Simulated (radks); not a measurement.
Sr32+, configuration [He] 2s2 2p2. Method: non-relativistic Kohn-Sham, PBE, spin-polarised, spherical densities, point nucleus; open shells are filled with parallel spins first (spin-orbit coupling, left out, can overturn this in heavy ions); relativity is left out, which matters for an element this heavy; computed with a radial shooting solver on a logarithmic mesh with Libxc functionals.

Unscreened Slater integrals over Kohn-Sham orbitals (hartree). They are taken over the spin-up orbitals.

integral     value
F0(2p,2p)   6.4162
F2(2p,2p)   3.0858
F0(2p,2s)   5.7925
G1(2p,2s)   3.2248
F0(2p,1s)   8.6409
G1(2p,1s)   1.6803
F0(2s,2s)   5.4075
F0(2s,1s)   7.5583
G0(2s,1s)  0.75841
F0(1s,1s)   23.431

Derived for the open shells (J is the average intra-shell exchange parameter used in DFT+U). 2p: J = F2/5 = 0.6172 hartree.
